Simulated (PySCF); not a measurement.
Correlation energy of Pt (platinum, neutral)

[Xe] 4f14 5d9 6p1, one real determinant (an excited configuration). Computed with PySCF 2.14 in def2-TZVPPD with the def2 core potential (60 electrons) (6s5p3d2f1g, 59 functions), with a scalar-relativistic core potential. Frozen: 5s2 5p6; 10 electrons correlated.

```tsv
level	correlation energy (mhartree)
CCSD	-267.16
(T)	-12.90
CCSD(T)	-280.06
```

Diagnostics: T1 = 0.022, D1 = 0.0926, largest double amplitude 0.061.

Is a single reference adequate?

Yes, within this model without spin-orbit coupling: T1 lies below 0.03 and no double amplitude reaches 0.07.

The reference is one real determinant that mixes LS terms of this configuration.
